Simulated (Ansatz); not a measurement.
Reaction (cleavage of the Si–Sn bond): `[CH3][SnH2][SiH2]N` + `SS` → `N[SiH2]SS` + `[CH3][SnH3]`

Calculated with Ansatz (gas phase, PBE0-D4/def2-TZVP geometries, no zero-point term in ΔE). CBS: MP2 limit from def2 TZ/QZ plus the TZ coupled-cluster correction, frozen cores. This one scheme is used for every species. Functionals use def2-TZVPP. B3LYP here is the variant with VWN-RPA as its local correlation; programs differ in this. def2 core potentials past Kr. For Sn outer-core shells are correlated without core-valence functions, which leaves a few kJ/mol of doubt a bond. One conformer a species, not always the lowest.

```csv
level,ΔE (kJ/mol),difference from CCSD(T)/CBS
r2SCAN-D4,-56.5,-2.7
B3LYP-D4,-54.7,-0.9
B2PLYP,-55.5,-1.7
PBE,-47.8,6.0
PBE0,-51.0,2.8
MP2/def2-TZVPP,-61.0,-7.2
CCSD(T)/def2-TZVPP,-56.4,-2.6
HF/CBS(def2),-58.9,-5.1
MP2/CBS(def2),-58.4,-4.6
CCSD/CBS(def2),-52.5,1.3
CCSD(T)/CBS,-53.8,0
```

Largest T1 diagnostic among the species: 0.012.

The D4 term adds −4.2 kJ/mol with B3LYP and −1.9 kJ/mol with PBE0; it sums over pairs of atoms, weighted by their polarisabilities, and B3LYP, whose exchange is more repulsive, gets the larger term. From PBE to PBE0 (25 % exact exchange), in def2-TZVPP and without D4, ΔE moves by −3.2 kJ/mol.
